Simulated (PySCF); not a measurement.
Mg(I)(SMe) (CH3IMgS), SMILES C[S][Mg][I].

Coordinates come from a PBE0-D3(BJ)/def2-SVP optimisation. The def2 effective core potentials stand for the cores of I; spin–orbit coupling is left out. One conformer was computed; it need not be the lowest.

The numbers are results of TDDFT-LC-ωPBE/def2-SVPD in PySCF, not measurements.

Vertical excitations. The molecule is in vacuum.

```
state  energy (eV)  λ (nm)      f                                              main pairs
-----  -----------  ------  -----  ------------------------------------------------------
S1            4.72     263  0.021                                          HOMO→LUMO 88 %
S2            5.13     242  0.001                                        HOMO→LUMO+1 73 %
S3            5.58     222  0.051                                        HOMO−1→LUMO 86 %
S4            5.60     221  0.066                                        HOMO−2→LUMO 91 %
S5            5.77     215  0.106                      HOMO−3→LUMO 61 %, HOMO→LUMO+2 24 %
S6            6.11     203  0.070                                      HOMO−3→LUMO+1 56 %
S7            6.31     197  0.316  HOMO→LUMO+2 50 %, HOMO−3→LUMO 19 %, HOMO−3→LUMO+1 14 %
S8            6.47     192  0.000                                      HOMO−2→LUMO+1 77 %
S9            6.56     189  0.044                  HOMO−1→LUMO+1 52 %, HOMO−2→LUMO+2 19 %
S10           6.70     185  0.000                  HOMO−1→LUMO+2 74 %, HOMO−1→LUMO+6 17 %
T1            4.42     281      0                                          HOMO→LUMO 85 %
T2            4.77     260      0   HOMO→LUMO+1 63 %, HOMO→LUMO+10 11 %, HOMO→LUMO+4 10 %
T3            5.06     245      0                                        HOMO−3→LUMO 64 %
T4            5.27     235      0                                        HOMO−1→LUMO 78 %
```
Triplets are in the Tamm–Dancoff approximation, which puts them higher than full response would, so one can lie above its singlet here.
